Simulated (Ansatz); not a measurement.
Ansatz results at the PBE0-D4/def2-TZVP geometry: HOMO energy (B3LYP/def2-TZVPP) -8.46 eV; size of the dipole moment (PBE/def2-TZVPP) 0.00 D; LUMO energy (PBE/def2-TZVPP) -3.78 eV.

Task: Which molecule gave them?
A. `[CH3][InH][O][SiH3]`
B. `C[O][In]([CH3])[Cl]`
C. `[Cl][In]([Cl])[GeH3]`
D. `[Br][In]([Br])[Br]`

Result: D. The others give `C[O][In]([CH3])[Cl]`: -7.33, 2.51, -2.11; `[CH3][InH][O][SiH3]`: -7.52, 3.11, -2.15; `[Cl][In]([Cl])[GeH3]`: -8.02, 3.70, -2.74.

B3LYP here is the variant with VWN-RPA as its local correlation; programs differ in this.
